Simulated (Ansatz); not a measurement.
One change: `CN[SiH2]CCl` becomes `BN[SiH2]NC`.

Ansatz, PBE0-D4/def2-TZVP geometries, multiplicity 1. Each molecule was computed in one conformer, which needn't be the lowest.

```json
{"property": "HOMO energy (PBE/def2-TZVPP) / eV", "`CN[SiH2]CCl`": "-5.55"}
{"property": "LUMO energy (B3LYP/def2-TZVPP) / eV", "`CN[SiH2]CCl`": "0.19"}
{"property": "size of the dipole moment (B3LYP/def2-TZVPP) / D", "`CN[SiH2]CCl`": "1.40"}
{"property": "HOMO–LUMO gap (ωB97M-V/def2-TZVPP) / eV", "`CN[SiH2]CCl`": "11.43"}
{"property": "HOMO–LUMO gap (PBE/def2-TZVPP) / eV", "`CN[SiH2]CCl`": "4.99"}
{"property": "LUMO energy (ωB97M-V/def2-TZVPP) / eV", "`CN[SiH2]CCl`": "2.18"}
```

Question: Give the same properties after the change, and the shifts. (An estimate is asked.)

Answer: The calculation gave: 
| property | `BN[SiH2]NC` | shift |
| --- | --- | --- |
| HOMO energy (PBE/def2-TZVPP) / eV | -5.66 | -0.11 |
| LUMO energy (B3LYP/def2-TZVPP) / eV | -0.25 | -0.44 |
| size of the dipole moment (B3LYP/def2-TZVPP) / D | 2.46 | 1.06 |
| HOMO–LUMO gap (ωB97M-V/def2-TZVPP) / eV | 11.14 | -0.29 |
| HOMO–LUMO gap (PBE/def2-TZVPP) / eV | 4.68 | -0.31 |
| LUMO energy (ωB97M-V/def2-TZVPP) / eV | 1.79 | -0.39 |

With PBE0 the HOMO falls by 0.08 eV and the LUMO falls by 0.46 eV, so the gap narrows by about 0.38 eV. PBE moves the HOMO by -0.11 eV and ωB97M-V by -0.10 eV. Dipoles are sizes alone; their direction can turn.

B3LYP here is the variant with VWN-RPA as its local correlation; programs differ in this.
